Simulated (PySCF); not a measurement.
# Spinor energies of Tm⁶⁶⁺ (thulium, charge +66)

Start: [He] 2s1; 2s1/2 filled at m_j = +1/2. Calculated with PySCF 2.14 in an even-tempered Gaussian basis (16 s from 51 bohr⁻², ratio 2.4; 13 p from 66 bohr⁻², ratio 2.4; 5 d from 200 bohr⁻², ratio 2.6; 4 f from 310 bohr⁻², ratio 2.6): generalised Hartree-Fock with the X2C-1e Hamiltonian and a Gaussian nucleus; one run each with spin-orbit coupling (SO) switched off, then screened by Boettger's factors.

```tsv
spinor shell	electrons	ε, spin-free (eV)	ε, screened SO (eV)	weight of nominal j (screened SO)	rms radius, screened SO (bohr)
1s1/2	2	-67706.8	-67706.8	1.000	0.0226
2s1/2	1	-16834.8	-16834.8	1.000	0.0871
```

```
   quantity    spin-free  screened SO
E (hartree)  -5675.67368  -5675.67368
        M_J          1/2          1/2
       ⟨J²⟩        0.750        0.750
       ⟨L²⟩        0.000        0.000
       ⟨S²⟩        0.750        0.750
```

Each row is a mean over spinors that exchange with the open shell spreads, by up to 59.386 eV (1s1/2).

Breit and QED terms are absent; they matter most for the inner s and p1/2 levels.

Densities and radii are taken from the X2C orbitals without a picture-change correction, which distorts them close to the nucleus.

Without spin-orbit coupling the j labels of p, d and f shells carry no meaning; the spin-free column gives the mean over the occupied spinors of each nl shell.
